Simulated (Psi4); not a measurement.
water (H$_{2}$O), singlet, at a GFN2-xTB geometry. Base run: HF/def2-TZVP in Psi4.

Psi4 was given this input:
```
memory 2 GB

molecule {
0 1
  O     0.00956971    0.00206403    0.11338892
  H    -0.05579359    0.76362201   -0.46612807
  H    -0.02076411   -0.78013425   -0.44098332
}

set basis def2-tzvp
set stability_analysis check
set scf_type pk

energy('scf')
print_variables()
```

The bond that is stretched is that between atoms 2 and 1. A test that says stable can miss a lower solution.

Each row names what was changed in the base input (with any setting that the change needs).

```tsv
change	ΔE vs base (eV)	<S^2>
base	0.00	0.000
stability_analysis = follow; reference = uhf	0.00	0.000
bond × 1.25	1.18	0.000
stability_analysis = follow; reference = uhf; bond × 1.25	1.18	0.000
bond × 1.5	2.95	0.000
stability_analysis = follow; reference = uhf; bond × 1.5	2.82	0.316
bond × 1.8	4.88	0.000
stability_analysis = follow; reference = uhf; bond × 1.8	3.52	0.778
bond × 2.2	6.85	0.000
stability_analysis = follow; reference = uhf; bond × 2.2	3.69	0.946
bond × 3.0	9.20	0.000
stability_analysis = follow; reference = uhf; bond × 3.0	3.72	1.001
```

Psi4 reported an instability in these rows: stability_analysis = follow; reference = uhf; bond × 1.5; stability_analysis = follow; reference = uhf; bond × 1.8; stability_analysis = follow; reference = uhf; bond × 2.2; stability_analysis = follow; reference = uhf; bond × 3.0 (restricted rows aren't judged here).

Where a bond breaks into two radicals, a solution with restricted orbitals usually stops being the lowest and lies too high; an unrestricted one lies lower at the price of spin contamination, which <S^2> shows.
